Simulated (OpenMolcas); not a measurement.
# Cr+: CASPT2 settings compared

```
Program             : OpenMolcas
Basis               : ANO-RCC-VQZP [7s6p4d3f2g1h]
Scalar Hamiltonian  : DKH4, point nucleus
Active space        : 5 electrons in 6 orbitals (3d 4s)
State averaging     : 2S+1 = 6 even, 6 roots; 2S+1 = 4 even, 57 roots kept (CI in the orbitals of an earlier block, 35 in the spin-orbit step); 2S+1 = 2 even, 58 roots kept (CI in the orbitals of an earlier block, 14 in the spin-orbit step)
Spin-orbit coupling : RASSI with atomic mean-field integrals over the reference wave functions, term energies averaged over their components
```

Methods on the same reference wave functions:
A. CASSCF
B. SS-CASPT2, IPEA 0.3 Eh, real shift 0.2 Eh (closed shells correlated: 3s 3p)
C. SS-CASPT2, IPEA 0.2 Eh, sigma1 regulariser 0.25 Eh (closed shells correlated: 3s 3p)
D. SS-CASPT2, IPEA 0.35 Eh, imaginary shift 0.1 Eh (closed shells correlated: 3s 3p)

Energies in cm⁻¹ above 3d⁵ ⁶S_5/2, the measured ground level; measured values from NIST Handbook of Basic Atomic Spectroscopic Data.

```
        Level      A      B      C      D  Measured
3d⁴ 4s ⁶D_1/2  -1949  11710  12940  12710     11962
3d⁴ 4s ⁶D_3/2  -1875  11780  13010  12790     12033
3d⁴ 4s ⁶D_5/2  -1754  11900  13130  12910     12148
3d⁴ 4s ⁶D_7/2  -1588  12070  13300  13070     12304
3d⁴ 4s ⁶D_9/2  -1380  12280  13510  13280     12496
   3d⁵ ⁶S_5/2    0.0    0.0    0.0    0.0       0.0
3d⁴ 4s ⁴D_1/2   8752  18800  19740  19730     19528
3d⁴ 4s ⁴D_3/2   8864  18910  19850  19850     19631
3d⁴ 4s ⁴D_5/2   9046  19090  20030  20030     19798
3d⁴ 4s ⁴D_7/2   9295  19340  20280  20280     20024
```

A puts 3d⁴ 4s ⁶D_1/2 lowest.

Deviations, from unrounded energies. A percentage is the sum of absolute deviations over the sum of measured energies, with the sign that they share, or ± where signs differ.

```csv
Against measurement,Levels,A,B,C,D
mean absolute deviation (cm-1),9,13000,450,650,520
other configurations (%),9,-80.4,-2.9,+4.2,+3.4
```

B lies closest to measurement on these levels and A furthest from it. The largest miss of B in the table is 3d⁴ 4s ⁴D_1/2, by -730 cm-1. The ranking rests on the paired levels alone, and a cruder setting can come out closer through cancelling errors.

Among B to D the level of the table that moves most is 3d⁴ 4s ⁶D_7/2, by 1200 cm-1 (lowest in B, highest in C). Moves below CASPT2's spread within the term are not significant.

The lowest spin-free term lies below A's lowest term by 0.522 hartree in B, 0.532 hartree in C, 0.525 hartree in D.

CASPT2 breaks the degeneracy within a term, and the mean is taken; among the terms shown or strongly mixed into the levels shown the widest spread is 37 cm-1 (3d⁴ 4s ⁴D, C). Over all roots computed the reference weight is 0.86 to 0.93 in D; the roots of lowest weight are the least certain, and an intruder state may touch them. Some high roots are left out of the spin-orbit mixing, which shifts the levels that they would mix with. Terms from blocks run as CI alone lack orbitals of their own. A single d shell beside an s shell can misplace configurations of different d count against each other. Without dynamic correlation excited terms often stand tens of per cent too high (terms of higher spin than the ground term too low), and those without a measured partner can miss by more than the paired ones (holds for A). The lowest computed level is not the ground level that NIST lists (6S5/2) (holds for A). Measured partners are found by configuration, term and J. A level has none where our copy of the source lacks it or the pairing is in doubt (some pairs that miss far off the trend of their configuration count as doubtful), and it then counts in no deviation. Only configurations of the active space appear. The table leaves out levels that lie high or whose names do not pair safely across all columns.
